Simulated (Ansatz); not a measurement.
Cartesian coordinates (Å):
SMILES: CB([SiH3])C
```xyz
13

C     -0.9552    -1.2018    -0.6576
B     -0.1798     0.0057    -0.0376
C     -0.9580     1.2315     0.5423
Si     1.8473    -0.0230     0.0806
H     -1.9762    -0.9658    -0.9693
H     -1.0463    -1.9364     0.1590
H     -0.4366    -1.7227    -1.4643
H     -1.9906     1.0127     0.8273
H     -0.4584     1.7640     1.3539
H     -1.0144     1.9509    -0.2911
H      2.4383     1.3413     0.0398
H      2.2275    -0.6186     1.3935
H      2.5025    -0.8378    -0.9763
```
Charge 0, multiplicity 1.

Method: frozen-core CCSD(T)/cc-pVTZ // B3LYP-D3(BJ)/def2-TZVP (Ansatz, a quantum-chemistry and plane-wave program).

| Quantity | Result |
|---|---|
| HF energy | -394.63231 Ha |
| MP2 correlation energy | -0.58756 Ha |

### Question
Estimate the CCSD correlation energy, the (T) correction, the total energy and the T1 diagnostic.

### Answer

```json
{
 "CCSD correlation energy": "-0.64909 Ha",
 "(T) correction": "-0.02365 Ha",
 "CCSD(T) total energy": "-395.30505 Ha",
 "T1 diagnostic": "0.011"
}
```
